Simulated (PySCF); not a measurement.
ammonium (H₄N), SMILES [NH4+], charge +1. Heavy atoms are numbered as in [NH4+:1]. Hydrogens are named by the atom that carries them.

The structure is a stationary point at r2SCAN-D4/def2-TZVPD.

Method: PBE/pcSseg-2 (PySCF).

GIAO shieldings, no solvent; atoms alike by connectivity are averaged. δ = σ(ref) − σ: ¹⁵N against NH3 (σ = 262.8 ppm); ¹H against TMS (σ = 31.47 ppm), references at their B3LYP-D3(BJ)/def2-TZVP geometries, non-relativistic.

Computed chemical shifts:
```tsv
nucleus	atoms	count	δ (ppm)
¹⁵N	N1 (NH4)	1	30.8
¹H	H on N1	4	4.81
```
